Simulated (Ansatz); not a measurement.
One geometry of the cluster Li3Cl3, several levels of theory.

```yaml
crystal:
  periodic: [false, false, false]
  atoms:
    - {symbol: Li, position_ang: [1.748627, 0.928134, 0.869009]}
    - {symbol: Li, position_ang: [-0.963413, -0.401073, 0.850148]}
    - {symbol: Li, position_ang: [-0.023996, -0.122860, -1.341140]}
    - {symbol: Cl, position_ang: [-1.988979, -1.055688, -0.987227]}
    - {symbol: Cl, position_ang: [-0.116807, 1.826627, 0.171333]}
    - {symbol: Cl, position_ang: [1.344568, -1.175131, 0.437887]}
basis:
  gaussian: {orbitals: def2-TZVP, initial_orbitals: start.molden}
hamiltonian: {xc: pbe, dispersion: d4}
scf: {omitted_lower_state_checks: [starts]}
output: {forces: true, orbitals: {seedname: orbitals}}
```

The file start.molden holds the orbitals of an earlier run on this structure, at another level or in another basis.

```sh
$ ansatz run in.yaml --threads 4 --pin off --events-out ev --progress --plain --max-ram 3916MiB
```

Output, abridged:

```
Functional definition: PBE
1155 factors; their error is unknown
mean field evaluation 1: about -38174.9816 eV, gradient 1.4e1 eV
mean field evaluation 2: about -38175.0655 eV, gradient 1.4e-1 eV
mean field evaluation 4: about -38175.0642 eV, gradient 2.1e-4 eV
mean field -38175.06421954 eV, -1402.9077340803 hartree, gradient 1.4e-5 eV, S^2 0.000000; 0 other end points of the search recorded, 0 dependent functions left out
reference -38175.06428391 eV, -1402.9077364458 hartree; 30, 30 occupied and 123, 123 virtual orbitals, 1155 factors
Total energy: -38175.19026028 eV, -1402.9123659919 hartree
Atom 0 at     1.748627     0.928134     0.869009 Å, force    -0.034954    -0.018011    -0.018060 eV/Å
Atom 1 at    -0.963413    -0.401073     0.850148 Å, force     0.010375     0.003741    -0.023611 eV/Å
Atom 2 at    -0.023996    -0.122860    -1.341140 Å, force    -0.009085    -0.003449     0.025231 eV/Å
Atom 3 at    -1.988979    -1.055688    -0.987227 Å, force     0.018742     0.009785     0.008837 eV/Å
Atom 4 at    -0.116807     1.826627     0.171333 Å, force     0.015937    -0.012891     0.006017 eV/Å
Atom 5 at     1.344568    -1.175131     0.437887 Å, force    -0.001014     0.020825     0.001586 eV/Å
Dipole moment:     1.017001     0.540049     0.504855 e Å
Checks for a lower state left out: starts
```

It took 1.4 s on 4 threads of Arm Neoverse V2 on a shared host.

The first input with `hamiltonian: {xc: {name: B3LYP}, dispersion: d4}`, `output: {orbitals: {seedname: orbitals}}` (abridged; 1.7 s):

```
Functional definition: B3LYP
mean field -38194.43894398 eV, -1403.6197420706 hartree, gradient 2.5e-5 eV, S^2 0.000000
Total energy: -38194.64659040 eV, -1403.6273729360 hartree
Checks for a lower state left out: starts
```

First input, but with `gaussian: {orbitals: def2-TZVPP, initial_orbitals: start.molden}`, `correlation: {method: ccsd_t}`, `output: {orbitals: {seedname: orbitals}}` and without the key `hamiltonian` (abridged; 33 s):

```
Functional definition: HF
mean field -38129.79667629 eV, -1401.2441825492 hartree, gradient 7.6e-6 eV, S^2 0.000000
15 core orbitals not correlated: weight in the atoms' cores, before any rotation towards them, 1.000 or more for the frozen orbitals, at most 0.000 for the correlated occupied ones
second order -19.28899882 eV of doubles, -0.00000000 eV of singles
cycle   1  -20.54063694 eV  change    -1.3e0 eV  update   6.3e-2
cycle   2  -20.91082992 eV  change   -3.7e-1 eV  update   1.7e-2
cycle   3  -20.93746167 eV  change   -2.7e-2 eV  update   5.5e-3
cycle   4  -20.93174434 eV  change    5.7e-3 eV  update   1.5e-3
cycle   5  -20.93129624 eV  change    4.5e-4 eV  update   5.2e-4
cycle   6  -20.93139587 eV  change   -1.0e-4 eV  update   1.7e-4
cycle   7  -20.93140359 eV  change   -7.7e-6 eV  update   5.8e-5
cycle   8  -20.93140076 eV  change    2.8e-6 eV  update   2.1e-5
perturbative correction -0.71868927 eV, -0.0264113434 hartree
Total energy: -38151.44676631 eV, -1402.0398086826 hartree
Checks for a lower state left out: starts
```

The first input with `hamiltonian: {xc: pbe0, dispersion: d4}`, `output: {orbitals: {seedname: orbitals}}` (abridged; 1.4 s):

```
Functional definition: PBE0
mean field -38178.55971754 eV, -1403.0361912624 hartree, gradient 6.2e-5 eV, S^2 0.000000
Total energy: -38178.67003759 eV, -1403.0402454493 hartree
Checks for a lower state left out: starts
```

As the first input, with `hamiltonian: {xc: {name: LC-wPBE}}`, `output: {orbitals: {seedname: orbitals}}` (abridged; 1.4 s):

```
Functional definition: LC-wPBE
mean field -38181.24835329 eV, -1403.1349968036 hartree, gradient 1.7e-5 eV, S^2 0.000000
Total energy: -38181.24835330 eV, -1403.1349968040 hartree
Checks for a lower state left out: starts
```

As the first input, with `hamiltonian: {xc: r2scan, dispersion: d4}`, `output: {orbitals: {seedname: orbitals}}` (abridged; 2.7 s):

```
Functional definition: r2SCAN
mean field -38189.73103346 eV, -1403.4467295502 hartree, gradient 1.9e-5 eV, S^2 0.000000
Total energy: -38189.76062463 eV, -1403.4478170058 hartree
Checks for a lower state left out: starts
```

Geometry: PBE-D4/def2-SVP.

LC-ωPBE has ω = 0.4 bohr⁻¹. B3LYP takes the VWN-RPA correlation. Correlated methods freeze 15 core orbitals; core or outer-core shells of Li are correlated, in sets that lack core-valence functions. Another isomer (singlet) lies 0.49 eV lower at PBE0-D4/def2-TZVP; other spin states weren't run for this one.
